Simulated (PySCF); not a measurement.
propane (C$_{3}$H$_{8}$), singlet, geometry from GFN2-xTB; PySCF with DF-HF/d-aug-cc-pVDZ.

PySCF was given this input:
```python
from pyscf import gto, scf
import numpy

mol = gto.Mole()
mol.atom = '''
    C     0.000198   -0.009595    0.592623
    C     0.002038    1.264737   -0.242641
    C    -0.002214   -1.256219   -0.283457
    H    -0.881253   -0.018555    1.237812
    H     0.882081   -0.021519    1.237175
    H     0.003748    2.144356    0.397126
    H    -0.003506   -2.156089    0.327498
    H     0.883679    1.301209   -0.879153
    H    -0.879935    1.304174   -0.878516
    H    -0.884281   -1.272075   -0.920227
    H     0.879333   -1.275039   -0.920865
'''
mol.basis = 'd-aug-cc-pvdz'
mol.charge = 0
mol.spin = 0
mol.verbose = 4
mol.build()
print('smallest overlap eigenvalue', numpy.linalg.eigvalsh(mol.intor('int1e_ovlp'))[0])

mf = scf.RHF(mol)
mf = mf.density_fit(auxbasis='def2-universal-jkfit')
mf = scf.addons.remove_linear_dep_(mf, threshold=1e-8, lindep=1e-8)
mf.kernel()
```

Question: Predict the main parts of the log of this PySCF run.

Answer: 
```
PySCF version 2.14.0

[INPUT] verbose = 4
[INPUT] num. atoms = 11
[INPUT] num. electrons = 26
[INPUT] charge = 0
[INPUT] spin (= nelec alpha-beta = 2S) = 0
[INPUT] symmetry False subgroup None
[INPUT] Mole.unit = angstrom
[INPUT] Symbol           X                Y                Z      unit          X                Y                Z       unit  Magmom
[INPUT]  1 C      0.000198000000  -0.009595000000   0.592623000000 AA    0.000374165773  -0.018131922165   1.119895165118 Bohr   0.0
[INPUT]  2 C      0.002038000000   1.264737000000  -0.242641000000 AA    0.003851261842   2.390006549604  -0.458525036591 Bohr   0.0
[INPUT]  3 C     -0.002214000000  -1.256219000000  -0.283457000000 AA   -0.004183853640  -2.373909862475  -0.535656098091 Bohr   0.0
[INPUT]  4 H     -0.881253000000  -0.018555000000   1.237812000000 AA   -1.665326816451  -0.035063868241   2.339125673700 Bohr   0.0
[INPUT]  5 H      0.882081000000  -0.021519000000   1.237175000000 AA    1.666891509682  -0.040665016475   2.337921918159 Bohr   0.0
[INPUT]  6 H      0.003748000000   2.144356000000   0.397126000000 AA    0.007082693515   4.052245553568   0.750459376944 Bohr   0.0
[INPUT]  7 H     -0.003506000000  -2.156089000000   0.327498000000 AA   -0.006625379793  -4.074417710187   0.618881526343 Bohr   0.0
[INPUT]  8 H      0.883679000000   1.301209000000  -0.879153000000 AA    1.669911292030   2.458928640819  -1.661358391590 Bohr   0.0
[INPUT]  9 H     -0.879935000000   1.304174000000  -0.878516000000 AA   -1.662836157419   2.464531678779  -1.660154636048 Bohr   0.0
[INPUT] 10 H     -0.884281000000  -1.272075000000  -0.920227000000 AA   -1.671048907157  -2.403873359906  -1.738977002430 Bohr   0.0
[INPUT] 11 H      0.879333000000  -1.275039000000  -0.920865000000 AA    1.661698542292  -2.409474508139  -1.740182647698 Bohr   0.0

nuclear repulsion = 82.9527611940232
number of shells = 75
number of NR pGTOs = 252
number of NR cGTOs = 200
basis = d-aug-cc-pvdz
ecp = {}
input.py:27: DeprecationWarning: remove_linear_dep_ is deprecated and will be removed in a future release. Linear dependency handling is now built into the SCF procedure by default. Linear dependency removal can be controlled using the following settings:
  pyscf.scf.hf.remove_overlap_zero_eigenvalue = True
  pyscf.scf.hf.overlap_zero_eigenvalue_threshold = 1e-6

  mf = scf.addons.remove_linear_dep_(mf, threshold=1e-8, lindep=1e-8)
smallest overlap eigenvalue 9.820506454293757e-07

******** <class 'pyscf.df.df_jk.DFRHF'> ********
method = DFRHF
initial guess = minao
damping factor = 0
level_shift factor = 0
DIIS = <class 'pyscf.scf.diis.CDIIS'>
diis_start_cycle = 1
diis_space = 8
diis_damp = 0
SCF conv_tol = 1e-09
SCF conv_tol_grad = None
SCF max_cycles = 50
direct_scf = False
Set gradient conv threshold to 3.16228e-05
Initial guess from minao.
******** <class 'pyscf.df.df.DF'> ********
auxbasis = def2-universal-jkfit
init E= -118.568739220537

WARN: 1 small eigenvectors of overlap matrix removed because of linear dependency between AOs.

  HOMO = -0.360696062927814  LUMO = 0.00697658878036008  gap/eV = 10.00488
cycle= 1 E= -118.248645725025  delta_E= 0.32  |g|= 0.269  |ddm|= 16.8
  HOMO = -0.477526939784911  LUMO = 0.0082896839217246  gap/eV = 13.21974
cycle= 2 E= -118.274302601076  delta_E= -0.0257  |g|= 0.0706  |ddm|= 2.52
  HOMO = -0.462944576627791  LUMO = 0.00840838386697261  gap/eV = 12.82617
cycle= 3 E= -118.276172508907  delta_E= -0.00187  |g|= 0.0203  |ddm|= 1.06
  HOMO = -0.469079933328786  LUMO = 0.00838726343094821  gap/eV = 12.99254
cycle= 4 E= -118.276295153266  delta_E= -0.000123  |g|= 0.00322  |ddm|= 0.212
  HOMO = -0.468893513747969  LUMO = 0.00839016186184759  gap/eV = 12.98755
cycle= 5 E= -118.276300202243  delta_E= -5.05e-06  |g|= 0.000606  |ddm|= 0.0744
  HOMO = -0.46891768552527  LUMO = 0.00839101977858838  gap/eV = 12.98823
cycle= 6 E= -118.276300437143  delta_E= -2.35e-07  |g|= 0.000143  |ddm|= 0.00936
  HOMO = -0.468919667078264  LUMO = 0.00839091552970168  gap/eV = 12.98828
cycle= 7 E= -118.276300450087  delta_E= -1.29e-08  |g|= 3.29e-05  |ddm|= 0.00213
  HOMO = -0.468919392880047  LUMO = 0.00839092643801619  gap/eV = 12.98828
cycle= 8 E= -118.276300450592  delta_E= -5.05e-10  |g|= 6.46e-06  |ddm|= 0.000744
  HOMO = -0.468919735976473  LUMO = 0.00839092973886054  gap/eV = 12.98828
Extra cycle  E= -118.276300450607  delta_E= -1.49e-11  |g|= 2.5e-06  |ddm|= 0.000129
converged SCF energy = -118.276300450607
```
